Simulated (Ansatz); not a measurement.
A run for Ansatz (an electronic-structure program): R-B3LYP/def2-TZVPP on CH3FOSi (SMILES CO[Si]F), a point of a torsion scan.

Ansatz 0.2 input:
```yaml
crystal:
  periodic: [false, false, false]
  atoms:
    - {symbol: C, position_ang: [-0.85253492, -0.03932434, 0.11882995]}
    - {symbol: O, position_ang: [0.30925929, 0.72595974, 0.04516551]}
    - {symbol: Si, position_ang: [1.89198120, 0.66362331, -0.20210038]}
    - {symbol: F, position_ang: [2.35748124, -0.33917694, 1.01682276]}
    - {symbol: H, position_ang: [-1.12914327, -0.37748177, -0.88368433]}
    - {symbol: H, position_ang: [-1.65276930, 0.58485038, 0.52083124]}
    - {symbol: H, position_ang: [-0.71387635, -0.90959574, 0.76613344]}
basis:
  gaussian:
    orbitals: def2-TZVPP
hamiltonian:
  xc: {name: B3LYP}
scf: {lower_state_search: off}
```

Predict the final total energy.

-504.6626 hartree.
